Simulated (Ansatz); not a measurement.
`BN[SiH2]O` → `BO[SiH2]N`  (isomerisation)

Program: Ansatz. Geometries: PBE0-D4/def2-TZVP. ΔE: electronic, gas phase. CCSD(T)/CBS is the MP2 limit (def2-TZVPP, def2-QZVPP) plus CCSD(T) − MP2 in def2-TZVPP, frozen cores. Functionals use def2-TZVPP. B3LYP here is the variant with VWN-RPA as its local correlation; programs differ in this. HSE06 is defined as in plane-wave codes. Each species was taken in one conformer, which may not be the lowest.

```tsv
level	ΔE (kJ/mol)	difference from CCSD(T)/CBS
PBE-D4	2.3	3.5
revPBE-D4	3.0	4.2
BLYP-D4	-2.4	-1.2
B97M-V	-4.2	-3.0
PBE0-D4	0.9	2.1
B3LYP-D4	-3.5	-2.3
r2SCANh-D4	-1.4	-0.2
r2SCAN0-D4	-1.7	-0.5
BHLYP-D4	-5.9	-4.7
CAM-B3LYP-D4	-4.9	-3.7
ωB97X-V	-3.1	-1.9
ωB97M-V	-2.0	-0.8
B2PLYP	-3.3	-2.1
PBE-QIDH	-0.4	0.8
PBE	1.8	3.0
revPBE	1.1	2.3
BLYP	-3.6	-2.4
r2SCAN	-1.3	-0.1
PBE0	0.5	1.7
B3LYP	-4.3	-3.1
r2SCANh	-1.5	-0.3
r2SCAN0	-1.8	-0.6
HSE06	0.6	1.8
BHLYP	-6.4	-5.2
CAM-B3LYP	-5.3	-4.1
LC-ωPBE	-2.3	-1.1
RPA@PBE/def2-TZVPP	-1.3	-0.1
HF/def2-SVP	-12.9	-11.7
MP2/def2-SVP	-4.5	-3.3
CCSD(T)/def2-SVP	-4.6	-3.4
MP2/def2-TZVPP	-0.2	1.0
SCS-MP2/def2-TZVPP	-2.4	-1.2
CCSD/def2-TZVPP	-2.2	-1.0
CCSD(T)/def2-TZVPP	-0.8	0.4
HF/def2-QZVPP	-12.6	-11.4
MP2/def2-QZVPP	-0.8	0.4
SCS-MP2/def2-QZVPP	-3.0	-1.8
HF/CBS(def2)	-12.8	-11.6
MP2/CBS(def2)	-0.6	0.6
CCSD/CBS(def2)	-2.7	-1.5
CCSD(T)/CBS	-1.2	0
```

(1) What do rigid-rotor, harmonic-oscillator terms from PBE0-D4/def2-TZVP frequencies (298.15 K, 1 bar) make of the CCSD(T)/CBS value? (Estimate.)

Largest T1 diagnostic among the species: 0.012.

Answers

(1) Computed: ΔZPE = -2.6 kJ/mol, ΔH = -2.6 kJ/mol, ΔS = 9 J/(mol·K), ΔG = -5.2 kJ/mol.

In def2-TZVPP, CCSD(T) changes the Hartree–Fock value by +10.9 kJ/mol (the triples alone add +1.5 kJ/mol) and MP2 by +11.4 kJ/mol. Leaving LDA and LC-ωPBE aside and taking each functional with its dispersion term where it has one, the values spread over 8.8 kJ/mol, from BHLYP-D4 to revPBE-D4. At CCSD(T), def2-SVP lies −3.4 kJ/mol from the extrapolated value and def2-TZVPP +0.4 kJ/mol.
